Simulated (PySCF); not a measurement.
# Ar⁺: excitation energy

Ar⁺ [Ne] 3s2 3p5 (2P) → Ar⁺ [Ne] 3s2 3p4 3d1 (high-spin determinant), as a difference of total energies. All numbers are calculated (PySCF 2.14, the non-relativistic Hamiltonian (point nucleus), in aug-cc-pV(T+d)Z). Correlated levels: valence: [Ne] frozen. The calculations carry no spin-orbit coupling.

```csv
method,excitation energy (cm⁻¹)
UHF,129720
MP2 (valence),136300
SCS-MP2 (valence),137100
CCSD (valence),135110
CCSD(T) (valence),134790
```

The promoted electron is Rydberg-like, and one or two diffuse shells describe it only roughly, which tends to raise the upper state.

The determinant of the upper state mixes LS terms, which raises its energy above the lowest term, most at the Hartree-Fock and MP2 levels.
